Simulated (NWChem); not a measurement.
System: C3H7NSi; SMILES [C@@H](C)([SiH3])C#N

NWChem input:

```
start job
memory heap 200 mb stack 900 mb global 1100 mb
geometry units angstroms noautoz
  C     -1.802457     0.119491     0.208545
  C     -0.399833     0.120636    -0.447650
  Si     0.641254    -1.413982     0.059424
  C      0.344913     1.336772    -0.129844
  N      0.949704     2.289415     0.149904
  H     -2.387032     0.986705    -0.115146
  H     -1.727276     0.150984     1.299939
  H     -2.348702    -0.786523    -0.072893
  H     -0.512985     0.077729    -1.540070
  H      0.829628    -1.415387     1.531687
  H      1.957296    -1.384989    -0.625145
  H     -0.110866    -2.630550    -0.348615
end
basis spherical
  * library def2-tzvp
end
dft
  xc xpbe96 cpbe96
  iterations 150
  semidirect filesize 400000000
  mulliken
end
task dft energy
```

Output (shortened):

```
             Northwest Computational Chemistry Package (NWChem) 7.3.0
             --------------------------------------------------------

 C1  symmetry detected

                             Geometry "geometry" -> ""
                             -------------------------

 Output coordinates in angstroms (scale by  1.889725989 to convert to a.u.)

  No.       Tag          Charge          X              Y              Z
 ---- ---------------- ---------- -------------- -------------- --------------
    1 C                    6.0000    -1.81091364     0.04219757     0.19532914
    2 C                    6.0000    -0.40279570     0.09273059    -0.44700845
    3 Si                  14.0000     0.68518663    -1.40647228     0.06750471
    4 C                    6.0000     0.29674967     1.33293868    -0.11966430
    5 N                    7.0000     0.86581841     2.30510386     0.16776466
    6 H                    1.0000    -2.42162810     0.88960664    -0.13252697
    7 H                    1.0000    -1.74753903     0.07388893     1.28746657
    8 H                    1.0000    -2.32305267    -0.88135994    -0.09312787
    9 H                    1.0000    -0.50371660     0.04833546    -1.54056681
   10 H                    1.0000     0.85908093    -1.40460981     1.54154757
   11 H                    1.0000     2.00610210    -1.33100772    -0.60400798
   12 H                    1.0000    -0.02083022    -2.64716967    -0.35014137

 Effective nuclear repulsion energy (a.u.)     201.6747480529

  pbe96 is a nonlocal functional; adding pw91lda local functional.

                                 NWChem DFT Module
                                 -----------------

 Summary of "ao basis" -> "ao basis" (spherical)
 ------------------------------------------------------------------------------
       Tag                 Description            Shells   Functions and Types
 ---------------- ------------------------------  ------  ---------------------
 C                         def2-tzvp                11       31   5s3p2d1f
 Si                        def2-tzvp                13       37   5s5p2d1f
 N                         def2-tzvp                11       31   5s3p2d1f
 H                         def2-tzvp                 4        6   3s1p

            General Information
            -------------------
          SCF calculation type: DFT
          Wavefunction type:  closed shell.
          No. of atoms     :    12
          No. of electrons :    46
           Alpha electrons :    23
            Beta electrons :    23
          Charge           :     0
          Spin multiplicity:     1
          Use of symmetry is: off; symmetry adaption is: off
          Maximum number of iterations: 150
          AO basis - number of functions:   203
                     number of shells:    85
          Convergence on energy requested:  1.00D-06
          Convergence on density requested:  1.00D-05
          Convergence on gradient requested:  5.00D-04

              XC Information
              --------------
          PerdewBurkeErnzerhof Exchange Functional  1.000
            Perdew 1991 LDA Correlation Functional  1.000 local
           PerdewBurkeErnz. Correlation Functional  1.000 non-local

             Grid Information
             ----------------
          Grid used for XC integration:  medium
          Radial quadrature: Mura-Knowles
          Angular quadrature: Lebedev.
          Tag              B.-S. Rad. Rad. Pts. Rad. Cut. Ang. Pts.
          ---              ---------- --------- --------- ---------
          C                   0.70       49          11.0       434
          Si                  1.10       88          11.0       590
          N                   0.65       49          13.0       434
          H                   0.35       45          12.0       434
          Grid pruning is: on
          Number of quadrature shells:   599
          Spatial weights used:  Erf1

      Superposition of Atomic Density Guess
      -------------------------------------

 Sum of atomic energies:        -459.65961132

      Non-variational initial energy
      ------------------------------

 Total energy =    -462.274371
 1-e energy   =   -1029.318855
 2-e energy   =     365.369736
 HOMO         =      -0.347904
 LUMO         =       0.022782

------------------------------------------------------------
EAF file 0: "./job.aoints.0" size=937426944 bytes
------------------------------------------------------------
               write      read    awrite     aread      wait
               -----      ----    ------     -----      ----
     calls:     1788         0         0         0         0
   data(b): 9.37e+08  0.00e+00  0.00e+00  0.00e+00
   time(s): 0.00e+00  0.00e+00  0.00e+00  0.00e+00  0.00e+00
rate(mb/s): 0.00e+00  0.00e+00
------------------------------------------------------------

     ---------------------------------------------
      Total Density - Mulliken Population Analysis
     ---------------------------------------------

    Atom       Charge   Shell Charges
 -----------   ------   -------------------------------------------------------
    1 C    6     6.47   0.86  1.12  0.55  0.66  0.14  1.24  1.40  0.44  0.01  0.04  0.00
    2 C    6     6.21   0.86  1.12  0.53  0.66  0.01  1.17  1.40  0.36  0.01  0.08  0.00
    3 Si  14    13.63   2.00  0.59  1.39  0.88  0.47  4.11  1.73  0.52  1.29  0.47  0.08  0.09  0.02
    4 C    6     5.55   0.86  1.12  0.60  0.49  0.10  1.03  0.99  0.27  0.03  0.05  0.02
    5 N    7     7.71   0.82  1.15  0.63  0.93  0.26  1.51  1.66  0.71  0.01  0.03  0.00
    6 H    1     0.83   0.24  0.44  0.12  0.02
    7 H    1     0.83   0.24  0.44  0.12  0.02
    8 H    1     0.82   0.24  0.44  0.12  0.02
    9 H    1     0.81   0.23  0.43  0.12  0.02
   10 H    1     1.04   0.23  0.54  0.26  0.01
   11 H    1     1.04   0.23  0.55  0.26  0.01
   12 H    1     1.04   0.23  0.54  0.26  0.01

   convergence    iter        energy       DeltaE   RMS-Dens  Diis-err
 ---------------- ----- ----------------- --------- --------- ---------
 d= 0,ls=0.0,diis     1   -462.3368475055 -6.64D+02  1.55D-02  1.32D+00
 d= 0,ls=0.0,diis     2   -461.7707852398  5.66D-01  1.32D-02  5.48D+00
 d= 0,ls=0.0,diis     3   -462.3886527063 -6.18D-01  1.99D-03  5.58D-01
 d= 0,ls=0.0,diis     4   -462.4448809320 -5.62D-02  5.99D-04  1.33D-02
 d= 0,ls=0.0,diis     5   -462.4464422901 -1.56D-03  2.08D-04  3.59D-03
  Resetting Diis
 d= 0,ls=0.0,diis     6   -462.4468689925 -4.27D-04  5.28D-05  2.31D-04
 d= 0,ls=0.0,diis     7   -462.4468959122 -2.69D-05  2.78D-05  1.67D-05
 d= 0,ls=0.0,diis     8   -462.4468936335  2.28D-06  1.65D-05  3.53D-05
 d= 0,ls=0.0,diis     9   -462.4468975517 -3.92D-06  4.40D-06  8.40D-07
 d= 0,ls=0.0,diis    10   -462.4468975985 -4.68D-08  2.17D-06  4.72D-07

         Total DFT energy =     -462.446897598509
      One electron energy =    -1033.645800843165
           Coulomb energy =      415.783170105348
    Exchange-Corr. energy =      -46.259014913632
 Nuclear repulsion energy =      201.674748052940

 Numeric. integr. density =       46.000018296863

                       DFT Final Molecular Orbital Analysis
                       ------------------------------------

 Vector   21  Occ=2.000000D+00  E=-3.073941D-01
              MO Center=  7.7D-01,  2.2D+00,  1.5D-01, r^2= 2.2D+00
   Bfn.  Coefficient  Atom+Function         Bfn.  Coefficient  Atom+Function
  ----- ------------  ---------------      ----- ------------  ---------------
   134      0.379372   5 N  s               137      0.319706   5 N  py
    36      0.289305   2 C  s               140      0.202492   5 N  py
   112      0.194109   4 C  py              143      0.164861   5 N  py
   133      0.162267   5 N  s               106     -0.156725   4 C  py
   136      0.142957   5 N  px              105     -0.134200   4 C  px

 Vector   22  Occ=2.000000D+00  E=-2.930094D-01
              MO Center=  3.7D-01,  1.6D+00, -7.9D-03, r^2= 2.3D+00
   Bfn.  Coefficient  Atom+Function         Bfn.  Coefficient  Atom+Function
  ----- ------------  ---------------      ----- ------------  ---------------
   138      0.265169   5 N  pz              107      0.220345   4 C  pz
   141      0.213522   5 N  pz              136     -0.177590   5 N  px
   110      0.175188   4 C  pz              105     -0.149394   4 C  px
   139     -0.143923   5 N  px              108     -0.124252   4 C  px
   144      0.115869   5 N  pz              113      0.105813   4 C  pz

 Vector   23  Occ=2.000000D+00  E=-2.729380D-01
              MO Center=  2.6D-01,  8.3D-01, -5.2D-02, r^2= 3.7D+00
   Bfn.  Coefficient  Atom+Function         Bfn.  Coefficient  Atom+Function
  ----- ------------  ---------------      ----- ------------  ---------------
   136      0.200241   5 N  px               78     -0.164497   3 Si py
   139      0.160148   5 N  px               38      0.142107   2 C  py
   138      0.142494   5 N  pz              137     -0.133595   5 N  py
    37     -0.127098   2 C  px              106     -0.124530   4 C  py
    41      0.118556   2 C  py              140     -0.115135   5 N  py

 Vector   24  Occ=0.000000D+00  E=-3.246702D-02
              MO Center=  1.9D-01, -6.1D-01, -4.0D-02, r^2= 6.7D+00
   Bfn.  Coefficient  Atom+Function         Bfn.  Coefficient  Atom+Function
  ----- ------------  ---------------      ----- ------------  ---------------
     5      1.398342   1 C  s                36      0.858516   2 C  s
    81     -0.677839   3 Si py               80      0.659311   3 Si px
   176     -0.579394   8 H  s               182     -0.571042   9 H  s
   135      0.548573   5 N  s                67     -0.504250   3 Si s
   170     -0.435518   7 H  s               164     -0.422211   6 H  s

 Vector   25  Occ=0.000000D+00  E=-2.002081D-02
              MO Center=  2.0D-01,  5.0D-01, -1.9D-01, r^2= 5.3D+00
   Bfn.  Coefficient  Atom+Function         Bfn.  Coefficient  Atom+Function
  ----- ------------  ---------------      ----- ------------  ---------------
   182      1.009685   9 H  s                67     -0.744997   3 Si s
     5     -0.719786   1 C  s                45      0.655071   2 C  pz
   200      0.539999  12 H  s               170      0.421514   7 H  s
    80      0.403135   3 Si px              188      0.380539  10 H  s
   176      0.362065   8 H  s               104      0.353312   4 C  s

 Vector   26  Occ=0.000000D+00  E=-1.291397D-02
              MO Center=  5.1D-01,  2.8D-01, -2.2D-02, r^2= 5.5D+00
   Bfn.  Coefficient  Atom+Function         Bfn.  Coefficient  Atom+Function
  ----- ------------  ---------------      ----- ------------  ---------------
     5      1.038167   1 C  s                36     -0.946390   2 C  s
    81      0.755495   3 Si py              200      0.582880  12 H  s
   135     -0.487728   5 N  s                12      0.430665   1 C  px
   111      0.417781   4 C  px               44      0.377903   2 C  py
   112      0.330120   4 C  py               43      0.277962   2 C  px

------------------------------------------------------------
EAF file 0: "./job.aoints.0" size=1311244288 bytes
------------------------------------------------------------
               write      read    awrite     aread      wait
               -----      ----    ------     -----      ----
     calls:     2501         9         0     22500     22500
   data(b): 1.31e+09  4.72e+06  0.00e+00  1.18e+10
   time(s): 0.00e+00  0.00e+00  0.00e+00  0.00e+00  0.00e+00
rate(mb/s): 0.00e+00  0.00e+00
------------------------------------------------------------

     ---------------------------------------------
      Total Density - Mulliken Population Analysis
     ---------------------------------------------

    Atom       Charge   Shell Charges
 -----------   ------   -------------------------------------------------------
    1 C    6     6.36   0.85  1.12  0.52  0.67  0.11  1.34  1.27  0.44  0.01  0.04  0.00
    2 C    6     6.03   0.85  1.12  0.50  0.67 -0.08  1.32  1.24  0.32  0.01  0.08  0.00
    3 Si  14    13.86   2.00  0.57  1.39  0.93  0.44  4.13  1.67  0.63  1.44  0.40  0.11  0.12  0.02
    4 C    6     6.30   0.86  1.11  0.56  0.66  0.05  1.32  1.15  0.49  0.02  0.06  0.01
    5 N    7     6.95   0.82  1.15  0.63  0.83  0.15  1.44  1.29  0.62  0.01  0.03  0.00
    6 H    1     0.86   0.27  0.47  0.10  0.02
    7 H    1     0.86   0.27  0.47  0.10  0.02
    8 H    1     0.86   0.27  0.47  0.10  0.02
    9 H    1     0.88   0.27  0.48  0.11  0.02
   10 H    1     1.01   0.25  0.53  0.22  0.01
   11 H    1     1.00   0.25  0.53  0.21  0.01
   12 H    1     1.02   0.25  0.53  0.23  0.01

     -------------------------------------------
      Total Density - Lowdin Population Analysis
     -------------------------------------------

    Atom       Charge   Shell Charges
 -----------   ------   -------------------------------------------------------
    1 C    6     6.28   0.91  1.04  0.37  0.35  0.17  1.14  1.39  0.63  0.02  0.24  0.02
    2 C    6     6.37   0.91  1.04  0.34  0.32  0.18  1.12  1.38  0.64  0.02  0.39  0.04
    3 Si  14    13.69   2.00  0.83  1.10  0.56  0.33  3.85  1.87  0.73  1.24  0.66  0.11  0.35  0.07
    4 C    6     6.22   0.91  1.03  0.38  0.34  0.17  1.13  1.19  0.57  0.03  0.41  0.06
    5 N    7     6.94   0.89  1.06  0.49  0.54  0.33  1.29  1.46  0.77  0.01  0.10  0.02
    6 H    1     0.87   0.25  0.39  0.16  0.06
    7 H    1     0.87   0.26  0.39  0.16  0.06
    8 H    1     0.87   0.25  0.39  0.16  0.06
    9 H    1     0.82   0.25  0.37  0.14  0.06
   10 H    1     1.02   0.24  0.47  0.29  0.02
   11 H    1     1.02   0.24  0.47  0.29  0.02
   12 H    1     1.03   0.24  0.47  0.29  0.02

     Multipole analysis of the density
     ---------------------------------

     L   x y z        total         alpha         beta         nuclear
     -   - - -        -----         -----         ----         -------
     0   0 0 0     -0.000000    -23.000000    -23.000000     46.000000

     1   1 0 0     -0.860339     -0.430169     -0.430169      0.000000
     1   0 1 0     -1.265951     -0.632976     -0.632976      0.000000
     1   0 0 1     -0.345240     -0.172620     -0.172620      0.000000

     2   2 0 0    -29.231129   -108.052243   -108.052243    186.873357
     2   1 1 0     -3.110889      1.859274      1.859274     -6.829437
     2   1 0 1     -0.099644      0.677742      0.677742     -1.455127
     2   0 2 0    -36.059032   -175.048261   -175.048261    314.037489
     2   0 1 1     -0.810882      0.001823      0.001823     -0.814528
     2   0 0 2    -28.486685    -29.769428    -29.769428     31.052171
```

Level: PBE/def2-TZVP. Structure relaxed at the B3LYP/6-31G* (spherical d) level.
